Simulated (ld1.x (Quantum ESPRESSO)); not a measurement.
# Which change was made? (B, TM)

* Element: boron
* Generator: ld1.x (Quantum ESPRESSO) 7.5
* Type: norm-conserving Troullier–Martins (Kleinman–Bylander form)
* Functional: BLYP
* Relativity: non-relativistic
* Frozen core: [He]
* Valence charge: 3
* Reference configuration: 2s2 2p1
* Partial waves: 2p (bound): rc 2.20 bohr; 2s (bound): rc 1.15 bohr
* Local potential: the s channel
* Core correction: Bessel-smoothed model core inside 0.60 bohr

Cutoffs, loose and tight: the cutoffs (Ry, on a coarse ladder) from which the occupation-weighted sum of valence levels, in a spherical-Bessel basis at the reference potential, stays within 10 and 1 mRy of its value at 400 Ry. They do not see the model core or the augmentation charge, which bear on the density cutoff. Test errors are all-electron minus pseudo excitation energies from the reference, over the configurations 2s2 2p0; 2s1 2p0; 2s2 2p0.5; 2s1 2p2; 2s2 2p1.3; 2s0 2p3; 2s1 2p1; variants that change the core or the reference have their own tests.

The base gives: outcome: generated; cutoff, loose: 21 Ry; cutoff, tight: 55 Ry; bound ghosts: none; largest test error (meV): +95.

Task: After one change the result is: outcome: generated; cutoff, loose: 25 Ry; cutoff, tight: 55 Ry; bound ghosts: none; largest test error (meV): +67. Which change was it?
A. core correction Bessel-smoothed model core inside 1.38 bohr
B. all radii but the core radius scaled by about 0.91 (s 1.04, p 2.00 bohr)
C. wave 2p (bound): rc 2.20 bohr becomes 2p (bound): rc 1.98 bohr
D. all radii but the core radius scaled by about 1.34 (s 1.54, p 2.96 bohr)

Result: C. The others give: all radii but the core radius scaled by about 1.34 (s 1.54, p 2.96 bohr) → outcome: generated; cutoff, loose: 18 Ry; cutoff, tight: 50 Ry; bound ghosts: none; largest test error (meV): +270 | core correction Bessel-smoothed model core inside 1.38 bohr → outcome: generated; cutoff, loose: 21 Ry; cutoff, tight: 55 Ry; bound ghosts: none; largest test error (meV): +162 | all radii but the core radius scaled by about 0.91 (s 1.04, p 2.00 bohr) → outcome: generated; cutoff, loose: 45 Ry; cutoff, tight: 100 Ry; bound ghosts: none; largest test error (meV): +68.
